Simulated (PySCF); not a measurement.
Al(AsH2)2(F) (AlAs₂FH₄), SMILES [F][Al]([AsH2])[AsH2].

Geometry optimised at ωB97X-D3(BJ)/def2-SVP. The structure was generated by enumeration; whether it is a known compound was not checked.

Method: TDA-PBE/def2-SVPD (PySCF 2.14.0).

Vertical excitations. The molecule is in vacuum.

```
state  energy (eV)  λ (nm)      f                                                              main pairs
-----  -----------  ------  -----  ----------------------------------------------------------------------
S1            4.31     288  0.002                                                          HOMO→LUMO 97 %
S2            4.88     254  0.117                                      HOMO→LUMO+1 76 %, HOMO−1→LUMO 13 %
S3            5.21     238  0.002                                      HOMO→LUMO+2 58 %, HOMO−1→LUMO 39 %
S4            5.35     232  0.084                    HOMO→LUMO+4 48 %, HOMO→LUMO+2 27 %, HOMO−1→LUMO 19 %
S5            5.41     229  0.004                                                        HOMO→LUMO+3 97 %
S6            5.65     220  0.009                                                      HOMO−1→LUMO+1 91 %
S7            6.09     204  0.006                                    HOMO−2→LUMO 78 %, HOMO−1→LUMO+4 13 %
S8            6.11     203  0.455  HOMO→LUMO+4 38 %, HOMO−1→LUMO 21 %, HOMO→LUMO+1 11 %, HOMO→LUMO+6 10 %
S9            6.21     200  0.013                                                        HOMO→LUMO+5 88 %
S10           6.28     198  0.008                                                      HOMO−1→LUMO+2 88 %
T1            3.81     325      0                                                          HOMO→LUMO 99 %
T2            4.28     290      0                                                        HOMO→LUMO+1 89 %
T3            4.74     261      0                                                        HOMO−1→LUMO 85 %
T4            4.97     250      0                                                        HOMO→LUMO+2 95 %
```
Triplets are in the Tamm–Dancoff approximation.
